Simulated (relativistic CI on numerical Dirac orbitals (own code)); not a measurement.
## Pt3+: 4f photoemission

Computed with this model: Dirac-Coulomb-Breit CI, orbitals from a KLI potential per configuration, a model potential for QED, valence Slater integrals scaled by 0.7, multiplet model of photoemission in the sudden approximation; configurations [Xe] 4f14 5d7 → [Xe] 4f13 5d7; 80 K; Lorentzian 0.25 eV and Gaussian 0.5 eV FWHM. Energies are those of the free ion, without screening or charge transfer. The energies are binding energies and can lie tens of eV above those of solids. S is read from ⟨S²⟩ = S(S + 1).

Field parameters in Wybourne normalisation: D4h B²₀ = −7Ds, B⁴₀ = 21(Dq − Dt), B⁴₄ = 21√(5/14) Dq. The field is a parameter set, without covalency.

free ion: ground-state S = 1.35, centroid 116.88 eV. Peaks (eV, height): 115.1 (100), 119.0 (66).

D4h, 10Dq = 37350, Ds = -1500, Dt = 810 cm⁻¹: ground-state S = 0.61, centroid 117.13 eV. Peaks (eV, height): 115.6 (100), 118.8 (64).

Strongest unbroadened transitions for free ion:

```tsv
Energy (eV)	Relative strength
114.89	100.0
115.10	71.3
115.15	88.0
115.22	25.3
115.28	37.5
115.72	53.9
115.73	47.8
115.83	17.1
116.23	6.2
117.32	6.6
117.90	23.7
118.20	5.4
118.65	70.4
118.67	12.5
118.78	39.2
119.05	37.6
119.16	55.9
119.26	61.3
```
